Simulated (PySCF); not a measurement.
**Spectroscopy problems**

Computed data (PySCF 2.14.0 with density-fitted response routines): shieldings: GIAO PBE0/pcSseg-1, geometry from GFN2-xTB. One computed conformer, relativity neglected, isolated molecule, equivalent nuclei averaged.

Chemical shifts δ = σref − σ; TMS for 1H (31.72 ppm), 13C (186.93 ppm), all at this level. Splittings of carbon signals by F and P are missing where no couplings were computed. Where no couplings were computed, multiplicities follow the n + 1 count of equivalent neighbours, and m marks all less simple cases (inequivalent or close neighbours, rings, F or P nearby). Shifts are as computed. Against solution values, carbons near 30 ppm lie about +3 ppm off and those near 130 ppm about +5 ppm. Of 1211 compounds with measured shifts, 218 miss one by over three times the rms of a fit or turn the order of signals round; such compounds aren't used in these exercises. OH and NH positions are gas-phase values without hydrogen bonding to other molecules.

Question: C₆H₈NOP. 1H NMR (400 MHz, computed): δ 9.14 (m, 1H), 8.29 (m, 1H), 3.97 (s, 3H), 3.11 (m, 3H). 13C{1H} NMR (computed): δ 191.5 (C), 163.9 (CH), 157.1 (C), 133.1 (CH), 55.6 (CH3), 32.7 (CH3). Give a structure.

Answer: SMILES COc1cnc(C)pc1. 6 carbon signals for 6 carbons: no two carbons are equivalent. Carbon types of the structure: 2 × C, 2 × CH, 2 × CH3, which accounts for all hydrogens. δC 191.5: substituted aromatic carbon next to a ring nitrogen. δC 157.1: aromatic carbon bearing oxygen; an ipso carbon deshielded by its heteroatom. δC 133.1: aromatic CH next to a ring nitrogen. δH 9.14: hydrogen on an aromatic CH; the ring current deshields protons in the ring plane.

The data come from this structure; uniqueness wasn't tested.

Question: C₆H₉O₂P. 1H NMR (600 MHz, computed): δ 6.96 (m, 2H), 6.66 (m, 2H), 3.91 (m, 2H), 3.09 (m, 1H), 2.63 (m, 1H), 2.20 (br s, 1H). 13C{1H} NMR (computed): δ 149.4 (CH), 135.8 (CH), 67.9 (CH2), 33.8 (CH2). Identify the compound.

Answer: SMILES O=P1(CO)C=CCC=C1. 4 carbon signals for 6 carbons: some carbons are equivalent by symmetry or fast rotation. Carbon types of the structure: 4 × CH, 2 × CH2, leaving 1 H on heteroatoms. δC 149.4, 135.8: alkene CH; the olefinic region. δC 67.9: sp3 CH2 bonded to O and P; the inductive effect lowers its shielding. δH 6.96, 6.66: hydrogen on an alkene CH; olefinic region. δH 3.91: hydrogen on an sp3 CH2 bonded to O and P; its carbon carries O, hence the downfield position.

The shifts were computed for this structure.
